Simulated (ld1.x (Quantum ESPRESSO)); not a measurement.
**Pm: excitation energies, all-electron against TM**

ld1.x (Quantum ESPRESSO) 7.5 input, shortened:

```
&input
   title='Pm', zed=61., rel=1, dft='PZ', iswitch=3,
   config='[Xe] 4f5 5d0.5 6s1.5 6p0'
 /
 &inputp
   pseudotype=2, tm=.true., lloc=-1, rcloc=1.40,
   nlcc=.true., rcore=1.30
 /
4
6S  1  0   1.50   0.00  3.30  3.30  0.0
5P  2  1   6.00   0.00  2.40  2.40  0.0
5D  3  2   0.50   0.00  3.55  3.55  0.0
4F  4  3   5.00   0.00  1.35  1.35  0.0
 &test
   configts(1)='4f5 5p6 5d0.5 6s1.5 6p0'
 /
```

Energies are relative to the spin-unpolarised reference configuration 4f5 5p6 5d0.5 6s1.5 6p0; without spin polarisation the order of configurations can differ from experiment. Not all tests gave a result: 2 of 9 tests not solved or not reliable. Left out of the table: 4f5 5p6 5d0.5 6s1.5 6p0 (spin-polarised) (solver errors, printed error +7.0 eV); 4f5 5p6 5d0 6s2 6p0 (spin-polarised) (pseudo-atom not self-consistent, printed error -1320 eV). The frozen-core shift is the all-electron ΔE with the core orbitals held at their reference shape minus the fully relaxed ΔE.

| valence configuration | charge | ΔE all-electron (eV) | error AE − PS (meV) | frozen-core shift (meV) |
| --- | --- | --- | --- | --- |
| 4f5 5p6 5d0 6s2 6p0 | 0 | -0.902 | -1.8 | +0.1 |
| 4f5 5p6 5d0 6s1 6p0 | +1 | 5.172 | -6.3 | +3.4 |
| 4f5 5p6 5d0 6s0 6p0 | +2 | 16.316 | -14 | +11 |
| 4f5 5p6 5d0 6s0 6p2 | 0 | 4.225 | +128 | +3.4 |
| 4f4 5p6 5d1 6s1 6p0 | +1 | 8.152 | -26 | +170 |
| 4f5 5p5 5d0 6s2 6p0 | +1 | 26.737 | -199 | +59 |

**Question.** What are ΔE and the potential's error for 4f5 5p6 5d0 6s1.5 6p0?

**Answer.** ΔE = 1.523 eV all-electron; the error (AE − PS) is -3.3 meV.

Levels in the configuration 4f5 5p6 5d0 6s0 6p2:

```csv
level,all-electron (eV),pseudo (eV)
4f,-4.729,-4.324
5p,-25.180,-24.927
6p,-2.287,-2.293
```

Note: ghost states, extra bound levels that the all-electron valence spectrum of the same l lacks: s at -189.6 eV, s at -13.1 eV. A true bound ghost makes a file unfit for plane-wave use.
